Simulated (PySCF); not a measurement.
C2H8ClGeNO2, singlet, at a GFN2-xTB geometry, with bond 12-3 at 1.4 times its length.

PySCF was given this input:
```python
from pyscf import gto, scf, mcscf
import numpy

mol = gto.M(
    atom='''
C    -1.509326    1.760065    0.967827
N    -1.155506    0.355707    0.911399
C    -2.319840   -0.481019    0.688345
Ge    0.412459   -0.149234    0.073457
O     1.747587    0.791913    0.689550
O     0.765101   -1.783189    0.513988
Cl    0.423372   -0.087930   -2.047181
H    -2.219428    1.907531    1.784362
H    -0.618251    2.350034    1.174119
H    -1.969914    2.119336    0.039245
H    -2.855183   -0.217303   -0.231259
H    -3.275366   -0.321451    1.871244
H    -2.005466   -1.521298    0.626456
H     1.933566    1.633615    0.279898
H     1.303052   -1.868600    1.300228
''',
    basis='sto-3g',
    charge=0,
    spin=0,
    verbose=3,
)

mf = scf.RHF(mol)
mf.kernel()
mc = mcscf.CASSCF(mf, 8, 10)
mc.fix_spin_(ss=0.0)
mc.kernel()
occ = numpy.linalg.eigvalsh(mc.fcisolver.make_rdm1(mc.ci, mc.ncas, mc.nelecas))[::-1]
ss = mc.fcisolver.spin_square(mc.ci, mc.ncas, mc.nelecas)[0]
print('natural occupations', occ.round(4), ' <S^2>', round(ss, 4))
```

### Question
Give the total energy at the level CASSCF(10,8)/STO-3G in PySCF.

### Answer
-2787.3353 Eh

### Question
What number of basis functions does CASSCF(10,8)/STO-3G give?

### Answer
60

### Question
Give the nuclear repulsion energy at the level CASSCF(10,8)/STO-3G.

### Answer
747.9324 Eh

### Question
Predict the SCF-reference HOMO energy from CASSCF(10,8)/STO-3G.

### Answer
-7.79 eV

### Question
What is the computed natural occupations of the active orbitals (CASSCF(10,8)/STO-3G)?

### Answer
2.00, 2.00, 1.98, 1.98, 1.91, 0.09, 0.03, 0.02

### Question
Roughly what does it cost on one core?

### Answer
roughly 26 core-seconds.
